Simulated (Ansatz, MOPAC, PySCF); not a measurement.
Molecule: NHTeI, charge 0, multiplicity 2. SMILES: [NH][Te]I
Geometry: optimised at B3LYP-D3(BJ)/def2-TZVP (Ansatz, a first-principles code).

Unscaled harmonic wavenumbers (cm⁻¹) in rising order, each level at the stationary point that it reaches from this structure (no distance between atoms moves by over 0.3 Å); the order of modes can differ between levels, and a negative number is imaginary. B3LYP-D3(BJ)/def2-TZVP (PySCF, at the structure above): 137, 196, 205, 634, 892, 3450.

AM1 (MOPAC): 110, 139, 238, 660, 1051, 3546. Zero-point energy 8.2 against 7.9 kcal/mol; where all levels lie over 400 cm⁻¹, the wavenumbers are on average 1.083 times those of B3LYP-D3(BJ)/def2-TZVP.

HF/6-31G* with LANL2DZ past Ar (Ansatz): 144, 179, 321, 531, 1050, 3691. Zero-point energy 8.5 against 7.9 kcal/mol; where all levels lie over 400 cm⁻¹, the wavenumbers are on average 1.028 times those of B3LYP-D3(BJ)/def2-TZVP.

B3LYP/6-31G* with LANL2DZ past Ar (Ansatz): -223, 121, 166, 552, 905, 3463. Zero-point energy 7.4 against 7.9 kcal/mol; where all levels lie over 400 cm⁻¹, the wavenumbers are on average 0.963 times those of B3LYP-D3(BJ)/def2-TZVP. This level finds the structure a saddle point. The zero-point energy leaves imaginary modes out.
